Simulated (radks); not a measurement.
Excited configurations of the neon ion Ne+: one electron is placed in a higher orbital outside [He] 2s2 2p4. The ground configuration is [He] 2s2 2p5. Method: Dirac Kohn-Sham, PBEsol, spin-unpolarised, spherical densities, finite nucleus; open shells are shared between the two j in proportion to 2j + 1; Fermi nuclear charge, rms radius 3.0055 fm; computed with a radial shooting solver on a logarithmic mesh with Libxc functionals. Excitation = E - E(ground); binding = E(ion) - E, where the ion is the core of charge +2; n* = 2/sqrt(2 binding) in atomic units, and the quantum defect is n - n*. Eigenvalue and <r> are those of j = l + 1/2.

| outer orbital | excitation (eV) | binding (eV) | n* | eigenvalue (eV) | <r> (bohr) |
|---|---|---|---|---|---|
| 3s | 29.749 | 13.411 | 2.014 | -10.283 | 3.096 |
| 3p | 33.207 | 9.953 | 2.338 | -7.377 | 3.693 |
| 4s | 36.954 | 6.207 | 2.961 | -4.872 | 6.721 |
| 4p | 38.074 | 5.087 | 3.271 | -3.933 | 7.756 |
| 5d | 40.730 | 2.430 | 4.732 | -1.906 | 15.87 |
| 5f | 40.885 | 2.275 | 4.891 | -1.752 | 15.43 |
| 6p | 41.098 | 2.063 | 5.137 | -1.666 | 20.07 |

The Delta-SCF ionisation energy is 43.161 eV (NIST Atomic Spectra Database: 40.963 eV, measured). Self-interaction in the functional shifts the binding energies and quantum defects, so they are the method's values and not measured ones. Spin polarisation and multiplet splitting are left out, so open shells lie too high by an amount that depends on their filling.

Beside tabulated values, note that spin-unpolarised runs miss the spin-polarisation part of the exchange energy of open shells.
